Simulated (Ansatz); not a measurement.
`CC[NH][GaH2]` + `OBO` → `CCOBO` + `[NH2][GaH2]`  (substitution at a C–N bond)

Calculated with Ansatz (gas phase, PBE0-D4/def2-TZVP geometries, no zero-point term in ΔE). CCSD(T)/CBS is the MP2 limit (def2-TZVPP, def2-QZVPP) plus CCSD(T) − MP2 in def2-TZVPP, frozen cores. This one scheme is used for every species. Functionals use def2-TZVPP. B3LYP here is the variant with VWN-RPA as its local correlation; programs differ in this. For Ga outer-core shells are correlated without core-valence functions, which leaves a few kJ/mol of doubt a bond. Scalar relativity is left out up to krypton. Each species was taken in one conformer, which may not be the lowest.

| level | ΔE (kJ/mol) | difference from CCSD(T)/CBS |
| --- | --- | --- |
| PBE-D4 | 11.6 | 0.9 |
| r2SCAN-D4 | 7.8 | -2.9 |
| PBE0-D4 | 10.8 | 0.1 |
| B3LYP-D4 | 8.2 | -2.5 |
| ωB97X-V | 5.6 | -5.1 |
| ωB97M-V | 6.7 | -4.0 |
| B2PLYP | 7.3 | -3.4 |
| PBE | 9.3 | -1.4 |
| r2SCAN | 7.3 | -3.4 |
| PBE0 | 8.8 | -1.9 |
| B3LYP | 4.3 | -6.4 |
| HF/def2-TZVPP | -1.1 | -11.8 |
| MP2/def2-TZVPP | 14.2 | 3.5 |
| SCS-MP2/def2-TZVPP | 10.7 | 0.0 |
| CCSD/def2-TZVPP | 9.4 | -1.3 |
| CCSD(T)/def2-TZVPP | 10.8 | 0.1 |
| HF/def2-QZVPP | -1.6 | -12.3 |
| MP2/def2-QZVPP | 14.0 | 3.3 |
| SCS-MP2/def2-QZVPP | 10.5 | -0.2 |
| HF/CBS(def2) | -1.6 | -12.3 |
| MP2/CBS(def2) | 14.1 | 3.4 |
| CCSD/CBS(def2) | 9.3 | -1.4 |
| CCSD(T)/CBS | 10.7 | 0 |

Largest T1 diagnostic among the species: 0.014.

The D4 term adds +3.9 kJ/mol with B3LYP and +2.0 kJ/mol with PBE0; it sums over pairs of atoms, weighted by their polarisabilities, and B3LYP, whose exchange is more repulsive, gets the larger term. In def2-TZVPP, CCSD(T) changes the Hartree–Fock value by +11.8 kJ/mol (the triples alone add +1.4 kJ/mol) and MP2 by +15.3 kJ/mol.
